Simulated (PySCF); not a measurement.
Rh³⁺: interval between two levels

Rh³⁺ [Kr] 4d6 [5D4, M_J = 4] → Rh³⁺ [Kr] 4d5 5s1 [7S3, M_J = 3], as a difference of total energies. Computed with PySCF 2.14 in x2c-SVPall-2c with one added diffuse shell each of s, p, d type (7s9p7d1f, 76 functions), with the two-component X2C-1e Hamiltonian. Correlated levels: [Ar] 3d10 frozen; the 6 highest virtual spinors dropped. "Screened" scales the spin-orbit matrix elements by Boettger's factors to mimic the two-electron term; Breit and QED terms are absent.

```
                    method  interval between two levels (cm⁻¹)
           GHF (spin-free)                               67340
          GMP2 (spin-free)                               69442
 GHF (screened spin-orbit)                               68723
GMP2 (screened spin-orbit)                               70903
```

The labels give the starting determinants; with spin-orbit coupling the two ends relaxed to ⟨J²⟩ = 20.01, ⟨L²⟩ = 6.10, ⟨S²⟩ = 5.96 and ⟨J²⟩ = 12.00, ⟨L²⟩ = 0.03, ⟨S²⟩ = 11.96.
